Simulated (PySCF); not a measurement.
**A search over the determinants of GaBi**

Unrestricted PBE0; PySCF, scalar-relativistic core potentials, basis sets Ga def2-SVP, Bi def2-SVP with ECP60. Outer shells of the fragments: Ga 3d10 4s2 4p1; Bi 5d10 6s2 6p3.

Followed along the bond (rough minima from three points):

| 2Ms+1 | unpaired | ⟨S²⟩ at the start | R at minimum (Å) | Te (eV) |
| --- | --- | --- | --- | --- |
| 3 | π ↑↑ | 2.01 | 2.85 | 0.00 |
| 3 | σ ↑, π ↑ | 2.02 | 2.62 | 0.23 |
| 1 | π ↑↓ | 1.00 | 2.84 | 0.29 |
| 1 | σ ↓, π ↑ | 1.02 | 2.60 | 0.42 |
| 1 | none | 0.00 | 2.83 | 1.05 |

Solutions found at the starting distance of 2.665 Å, counted from the lowest of them; the search is not exhaustive and high or unbound solutions are not listed, so other states can lie among these:

```tsv
2Ms+1	unpaired	term	E (eV)	⟨S²⟩	⟨Lz²⟩	μ (D)
3	π ↑↑	³Σ⁻	0.00	2.01	0.00	-0.24
3	σ ↑, π ↑	³Π	0.15	2.02	1.01	-1.33
1	π ↑↓	mixed	0.29	1.00	2.01	-0.14
1	σ ↓, π ↑	mixed	0.35	1.02	1.01	-1.33
1	none	mixed	1.04	0.00	2.00	0.20
5	σ ↑, π ↑↑↑	⁵Π	1.59	6.01	1.00	1.75
3	σ ↑, π ↑↑↓	mixed	2.12	3.01	3.01	1.70
3	σ ↓, π ↑↑↑	mixed	2.22	3.02	1.00	2.00
3	π ↑↑	mixed	2.78	2.01	2.01	0.03
3	π ↑↑	mixed	3.08	2.01	2.01	-0.37
3	π ↑↑	mixed	3.63	2.01	2.01	4.64
5	σ ↑↑, π ↑↑	⁵Σ⁻	3.74	6.00	0.00	0.66
3	σ ↑↑, π ↑↓	mixed	4.34	3.01	2.01	0.63
1	σ ↓↓, π ↑↑	mixed	4.37	2.00	0.00	0.40
```

A term symbol is given only where ⟨S²⟩ and ⟨Lz²⟩ are close to those of a pure state; real π, δ and φ orbitals otherwise mix terms. A positive dipole means Ga(−)Bi(+).

Task: Compare the gap between the two lowest followed solutions at the starting distance with the gap between their minima.

Result: At PBE0 the second solution (triplet, unpaired electrons σ ↑, π ↑) lies +0.15 eV from the first (triplet, unpaired electrons π ↑↑) at 2.665 Å and +0.23 eV at the minima; the two curves relax by different amounts, since their minima lie near 2.62 and 2.85 Å.

Spin–orbit coupling is left out, which matters for elements this heavy, above all for dissociation energies.
